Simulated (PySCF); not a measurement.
A structure optimised at B3LYP-D3(BJ)/def2-SVP, used in a PySCF frequency run:

```
B
O 1 1.3479
H 2 0.9671 1 113.61
C 1 1.5634 2 121.47 3 180.00
H 4 1.0999 1 112.09 2 0.00
H 4 1.1031 5 108.87 1 -122.40
H 4 1.1031 5 108.87 6 -115.21
Cl 1 1.7987 2 118.37 3 0.00
```

Problem. Write its SMILES, formula and point group.

Solution. CB(O)Cl, CH₄BClO, Cs

Problem. What are its rotational constants (standard atomic weights)?

Solution. 8.6344, 4.4655, 2.9980 GHz
